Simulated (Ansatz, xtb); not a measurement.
Molecule: K$_{2}$, charge 0, multiplicity 1. SMILES: [K][K]
Structure (B3LYP-D3(BJ)/def2-TZVP (Ansatz, an electronic-structure program) minimum search):
```
K
K 1 3.9725
```
Charge 0, spin multiplicity 1.

Harmonic wavenumbers from GFN2-xTB (xtb, at its own minimum), cm⁻¹: 189.

Problem. Give the harmonic wavenumbers at B3LYP-D3(BJ)/def2-TZVP (Ansatz, finite differences of forces, unscaled).

Solution. 90 cm⁻¹. Zero-point energy 0.1 kcal/mol.

Problem. From these and the geometry, give the ideal-gas thermochemistry at 298.15 K and 1 atm (rigid rotor, harmonic oscillator).

Solution. Point group D∞h, rotational symmetry number 2. Rotational constants 1.638, 1.638 GHz. S(trans) 38.98, S(rot) 16.99, S(vib) 3.66, S(elec, spin only) 0.00, S 59.6 cal/(mol K). H(298) - H(0) 2.55 kcal/mol; G - E(el) -15.1 kcal/mol.
